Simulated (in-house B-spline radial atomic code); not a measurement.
**KLI/ALDAx excitations of the arsenic ion As³⁺**

Method: KLI/ALDAx. Computed with an all-electron radial atomic-structure program (B-spline basis): linear response of the closed shell [Ar] 3d10 4s2 with the adiabatic LDA exchange kernel on the exchange-only KLI potential; scalar-relativistic (spin-free one-electron X2C), finite nucleus, no spin-orbit coupling, no double excitations, S, P, D and F terms only; shells from n = 2 respond. Only terms of natural parity with L up to 3 were computed.

Command:
```bash
python run_td.py task.json out
```
Settings (radii: box in bohr, nucleus in fm):
```
Z                        33
electrons                30
configuration            [Ar] 3d10 4s2
hamiltonian              x2c
method                   kli
box_radius               23.08
rms_radius               4.0968
intervals                106
```

Time taken, with all properties: 2.6 s on 1 thread of Arm Neoverse N1, with other jobs on the host.

The lowest states, in the order of their Tamm-Dancoff energies; the method's threshold (minus the highest occupied level) is 48.08 eV. Labels give the largest channel, * marks a mixed state, and oscillator strengths are full-response dipole values. Semilocal kernels can invert the small singlet-triplet splittings of Rydberg terms. Energies in eV:

```
     state  full response  Tamm-Dancoff  oscillator strength
4s → 4p 3P          9.346         9.536                    -
4s → 4p 1P         14.118        14.729                 1.66
4s → 4d 3D              ?             ?                    -
4s → 5s 3S         25.689        25.703                    -
4s → 4d 1D         25.709        25.723                    -
4s → 5s 1S         26.736        26.766                    -
4s → 5p 3P         29.486        29.499                    -
4s → 5p 1P              ?             ?                    ?
4s → 4f 3F          33.80         33.81                    -
4s → 4f 1F          34.06         34.07                    -
```

Task: Where does 4s → 5p 1P lie?

Result: At 30.08 eV in full response, 30.15 eV in Tamm-Dancoff, oscillator strength 0.0129.

Task: Where does 4s → 4d 3D lie?

Result: At 24.330 eV in full response, 24.374 eV in Tamm-Dancoff.

Task: How large is the singlet-triplet splitting of 4s → 4p (P terms) in Tamm-Dancoff?

Result: 5.19 eV, from the unrounded values.

Task: What polarisabilities and dispersion coefficient does the method give?

Result: Dipole 6.848 bohr³, quadrupole 15.69 bohr⁵, C6 21.52 hartree·bohr⁶ for two such species.
